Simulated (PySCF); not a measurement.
SMILES C=Cc1cc[c]([GeH3])s1, GFN2-xTB optimised geometry.

```
16

C     -0.12    -3.17     0.00
C      0.83    -2.24     0.00
C      0.59    -0.82     0.00
C      1.52     0.18     0.00
C      0.96     1.47     0.00
C     -0.40     1.47     0.00
Ge    -1.62     2.97     0.00
S     -1.02    -0.15     0.00
H     -1.16    -2.91     0.01
H      0.12    -4.22     0.01
H      1.87    -2.52    -0.01
H      2.58    -0.01     0.00
H      1.54     2.38     0.00
H     -2.58     2.86     1.13
H     -2.40     3.02    -1.27
H     -0.82     4.22     0.14
```

Density from PBE/def2-TZVP (PySCF) at that geometry.

Minimum of the electron density along straight lines between bonded atoms, close to the bond critical point (lines longer than 1.1 times the sum of covalent radii, or with two minima, are not listed):

```json
[
 {"bond": "C1–C2", "length / Å": "1.329", "ρ at the minimum / e bohr⁻³": "0.350", "∇²ρ there / e bohr⁻⁵": "-1.05", "position (fraction from the first atom)": "0.49"},
 {"bond": "C2–C3", "length / Å": "1.438", "ρ at the minimum / e bohr⁻³": "0.287", "∇²ρ there / e bohr⁻⁵": "-0.79", "position (fraction from the first atom)": "0.49"},
 {"bond": "C3–C4", "length / Å": "1.371", "ρ at the minimum / e bohr⁻³": "0.324", "∇²ρ there / e bohr⁻⁵": "-0.92", "position (fraction from the first atom)": "0.51"},
 {"bond": "C4–C5", "length / Å": "1.404", "ρ at the minimum / e bohr⁻³": "0.305", "∇²ρ there / e bohr⁻⁵": "-0.85", "position (fraction from the first atom)": "0.50"},
 {"bond": "C5–C6", "length / Å": "1.366", "ρ at the minimum / e bohr⁻³": "0.325", "∇²ρ there / e bohr⁻⁵": "-0.91", "position (fraction from the first atom)": "0.49"},
 {"bond": "C6–Ge7", "length / Å": "1.929", "ρ at the minimum / e bohr⁻³": "0.129", "∇²ρ there / e bohr⁻⁵": "0.15", "position (fraction from the first atom)": "0.53"},
 {"bond": "C3–S8", "length / Å": "1.738", "ρ at the minimum / e bohr⁻³": "0.207", "∇²ρ there / e bohr⁻⁵": "-0.39", "position (fraction from the first atom)": "0.48"},
 {"bond": "C6–S8", "length / Å": "1.728", "ρ at the minimum / e bohr⁻³": "0.210", "∇²ρ there / e bohr⁻⁵": "-0.39", "position (fraction from the first atom)": "0.47"},
 {"bond": "C1–H9", "length / Å": "1.078", "ρ at the minimum / e bohr⁻³": "0.285", "∇²ρ there / e bohr⁻⁵": "-0.99", "position (fraction from the first atom)": "0.64"},
 {"bond": "C1–H10", "length / Å": "1.075", "ρ at the minimum / e bohr⁻³": "0.286", "∇²ρ there / e bohr⁻⁵": "-1.00", "position (fraction from the first atom)": "0.64"},
 {"bond": "C2–H11", "length / Å": "1.083", "ρ at the minimum / e bohr⁻³": "0.283", "∇²ρ there / e bohr⁻⁵": "-0.99", "position (fraction from the first atom)": "0.64"},
 {"bond": "C4–H12", "length / Å": "1.076", "ρ at the minimum / e bohr⁻³": "0.285", "∇²ρ there / e bohr⁻⁵": "-1.00", "position (fraction from the first atom)": "0.65"},
 {"bond": "C5–H13", "length / Å": "1.078", "ρ at the minimum / e bohr⁻³": "0.285", "∇²ρ there / e bohr⁻⁵": "-1.00", "position (fraction from the first atom)": "0.65"},
 {"bond": "Ge7–H14", "length / Å": "1.492", "ρ at the minimum / e bohr⁻³": "0.143", "∇²ρ there / e bohr⁻⁵": "0.08", "position (fraction from the first atom)": "0.60"},
 {"bond": "Ge7–H15", "length / Å": "1.493", "ρ at the minimum / e bohr⁻³": "0.143", "∇²ρ there / e bohr⁻⁵": "0.08", "position (fraction from the first atom)": "0.60"},
 {"bond": "Ge7–H16", "length / Å": "1.491", "ρ at the minimum / e bohr⁻³": "0.143", "∇²ρ there / e bohr⁻⁵": "0.08", "position (fraction from the first atom)": "0.60"}
]
```
